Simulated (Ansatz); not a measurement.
Geometry optimisation, Ansatz, RKS PBE/def2-SVP.

Input:

```yaml
crystal:
  periodic: [false, false, false]
  atoms:
    - { symbol: Hf, position_ang: [-0.158754, -0.28578, 0.197625] }
    - { symbol: Cl, position_ang: [-0.014585, -0.075776, 2.682159] }
    - { symbol: O, position_ang: [1.557286, -0.531725, -0.638563] }
    - { symbol: H, position_ang: [2.39023, -0.512084, -1.125769] }
    - { symbol: O, position_ang: [-1.191496, 1.122318, -0.617264] }
    - { symbol: H, position_ang: [-1.467506, 1.90639, -1.109442] }
    - { symbol: O, position_ang: [-1.142884, -1.915304, -0.072338] }
    - { symbol: H, position_ang: [-1.65362, -2.596317, -0.524501] }
    - { symbol: F, position_ang: [1.413102, 2.32766, 1.078514] }
    - { symbol: H, position_ang: [1.244726, 2.031617, 1.947478] }
basis:
  gaussian: { orbitals: def2-SVP }
hamiltonian:
  xc: pbe
relax:
  f_tol: 0.03
  max_steps: 50
output:
  orbitals: {}
```

Command:

```bash
$ ansatz run input.yaml --threads 4 --pin off --max-ram 5120MiB --backend cpu --events-out ev --progress --plain --runs-dir out
```

Task: Where does it end, and by what steps?

Result: The forces met the threshold. After 13 steps the energy has fallen by 0.265 eV; H10 moved furthest, 0.59 Å. Joined: Hf1–F9 (3.17 → 2.40 Å).

```csv
step,energy less start (eV),largest force component (eV/Å),accepted
0,0.0000,0.738,yes
1,-0.1016,0.701,yes
2,-0.1646,0.481,yes
3,-0.2287,0.158,yes
4,-0.2265,0.406,no
5,-0.2438,0.056,yes
6,-0.2462,0.109,yes
7,-0.2485,0.099,yes
8,-0.2581,0.106,yes
9,-0.2565,0.363,no
10,-0.2599,0.053,yes
11,-0.2632,0.088,yes
12,-0.2637,0.081,yes
13,-0.2649,0.027,yes
```

```xyz
10
Properties=species:S:1:pos:R:3
Hf 0.022 -0.012 0.206
Cl 0.080 -0.044 2.716
O 1.709 -0.240 -0.727
H 2.225 -0.833 -1.292
O -1.185 1.230 -0.659
H -1.424 1.921 -1.291
O -0.850 -1.712 -0.038
H -1.542 -2.364 -0.205
F 1.058 1.957 1.110
H 0.885 1.567 1.999
```

Whether the end is a true minimum wasn't checked by a vibrational analysis.

Run time: 27 s on 4 threads of Arm Neoverse V1, with other jobs on the host, peak memory 0.19 GiB.
